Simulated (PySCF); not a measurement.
## Computed properties of Si(H)(F)(OH)(NH2) (FH₄NOSi), SMILES N[SiH](O)F

Si(H)(F)(OH)(NH2) (FH4NOSi), SMILES N[SiH](O)F. Coordinates come from a ωB97X-D3(BJ)/def2-SVP optimisation. Other conformers were not sampled. All values are computed for the isolated molecule unless a solvent is named; none is compared with measurement here.

**Structure.** All 18 harmonic modes at ωB97X-D3(BJ)/def2-SVP (PySCF) are real, so it is a minimum. With heavy atoms numbered as in [SiH:1]([NH2:2])([OH:3])[F:4], the shortest bond between them is Si1–F4 at 1.634 Å and the longest Si1–N2 at 1.698 Å.

**Vibrations.** The strongest infrared lines (harmonic, unscaled, degenerate partners summed) lie at 956 cm⁻¹ (326 km/mol, Si 44 %, H 22 %, O 20 %, F 11 %), 1009 cm⁻¹ (272 km/mol, Si 44 %, H 31 %, N 14 %), 259 cm⁻¹ (154 km/mol, H 79 %, F 9 %). The softest mode is at 191 cm⁻¹ and the zero-point energy is 32.9 kcal/mol.

**Electronic structure.** PBE0/def2-TZVPD (PySCF) places the frontier levels at -8.10 and 0.04 eV, a gap of 8.14 eV, and gives a dipole moment of 0.90 D and a mean polarisability of 38.6 bohr³.

**Excitations.** TDA-PBE0/def2-SVPD (PySCF) has S1 at 7.17 eV (173 nm, f = 0.048, weak); the most intense of the 10 singlets computed lies at 9.59 eV (f = 0.08). T1 (TDA) is at 6.73 eV, 0.44 eV under S1. No vertical singlet excitation falls in the visible range (under 3.1 eV).

**NMR.** GIAO shifts at PBE0/pcSseg-1 (PySCF) (non-relativistic, atoms alike by connectivity averaged): ¹H from 1.5 to 4.8 ppm against TMS; ²⁹Si at -37.7 ppm against TMS; ¹⁹F at -133.4 ppm against CFCl3.
